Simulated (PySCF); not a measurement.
**Telling isomers of C₆H₇O₂P apart by NMR**

[PySCF 2.14: geometry from GFN2-xTB; GIAO PBE0/pcSseg-1 shieldings; no solvent; equivalent nuclei averaged; non-relativistic; single conformer]

References, each an isolated molecule treated in the same way: ¹H (σref 31.72), ¹³C (σref 186.93) against TMS. Splittings of carbon signals by F and P are missing where no couplings were computed. Where no couplings were computed, multiplicities follow the n + 1 count of equivalent neighbours, and m marks all less simple cases (inequivalent or close neighbours, rings, F or P nearby). Shifts are as computed. Against solution values, carbons near 30 ppm lie about +3 ppm off and those near 130 ppm about +5 ppm. Of 1211 compounds with measured shifts, 218 miss one by over three times the rms of a fit or turn the order of signals round; such compounds aren't used in these exercises.

(1) Tabulate the signals of `CC(=O)c1occ(C)p1`, `C=Cc1pcoc1OC`, `C#CP(C=C)C(=O)OC`, `CC(=O)c1pcoc1C`, `CC(=O)c1coc(C)p1` and their relative energies.

(2) What is the quickest way to tell C=Cc1pcoc1OC from C#CP(C=C)C(=O)OC?

(3) What is the quickest way to tell C=Cc1pcoc1OC from CC(=O)c1coc(C)p1?

(4) What is the quickest way to tell CC(=O)c1pcoc1C from CC(=O)c1coc(C)p1?

## Answers

(1) 
| SMILES | carbon types | δC | δH | E rel. (kcal/mol) |
| --- | --- | --- | --- | --- |
| CC(=O)c1occ(C)p1 | 3×C 1×CH 2×CH3 | 203.5, 191.0, 154.4, 153.6, 27.3, 15.4 | 7.87 (m, 1H), 2.57 (m, 3H), 2.45 (s, 3H) | 2.4 |
| C=Cc1pcoc1OC | 2×C 2×CH 1×CH2 1×CH3 | 177.2, 168.9, 135.2, 118.9, 116.6, 56.8 | 8.26 (m, 1H), 7.00 (m, 1H), 6.13 (m, 1H), 5.32 (m, 1H), 4.14 (s, 3H) | 30.7 |
| C#CP(C=C)C(=O)OC | 2×C 2×CH 1×CH2 1×CH3 | 184.2, 141.4, 131.9, 105.2, 83.4, 54.3 | 6.81 (m, 1H), 6.30 (m, 1H), 6.19 (m, 1H), 4.00 (s, 3H), 2.71 (m, 1H) | 56.0 |
| CC(=O)c1pcoc1C | 3×C 1×CH 2×CH3 | 198.8, 185.2, 175.4, 139.0, 33.8, 21.1 | 8.66 (m, 1H), 2.97 (s, 3H), 2.74 (s, 3H) | 0.0 |
| CC(=O)c1coc(C)p1 | 3×C 1×CH 2×CH3 | 206.2, 197.1, 159.6, 148.4, 33.3, 21.9 | 8.77 (m, 1H), 2.84 (m, 3H), 2.62 (s, 3H) | 0.6 |

Energies are electronic energies at PBE0/pcSseg-1 on these geometries, without zero-point or thermal terms, each for the one conformer computed, which needn't be the lowest.

(2) Both give the same number of carbon signals, with the same numbers of each carbon type, so the positions decide. The first has an aromatic CH next to the ring oxygen at 177.2 ppm, the second an alkyne carbon (C) at 83.4 ppm. Their most deshielded carbons lie at 177.2 and 184.2 ppm. In the proton spectra the most deshielded non-exchanging signals are 8.26 (m, 1H) and 6.81 (m, 1H).

(3) Both give the same number of carbon signals, but DEPT or the intensities differ. The first has a terminal =CH2 carbon at 116.6 ppm, the second a substituted aromatic carbon next to the ring oxygen (C) at 206.2 ppm. Their most deshielded carbons lie at 177.2 and 206.2 ppm. In the proton spectra the most deshielded non-exchanging signals are 8.26 (m, 1H) and 8.77 (m, 1H).

(4) Both give the same number of carbon signals, with the same numbers of each carbon type, so the positions decide. The first has an aromatic CH next to the ring oxygen at 185.2 ppm, the second an aromatic CH next to the ring oxygen at 159.6 ppm. Their most deshielded carbons lie at 198.8 and 206.2 ppm.
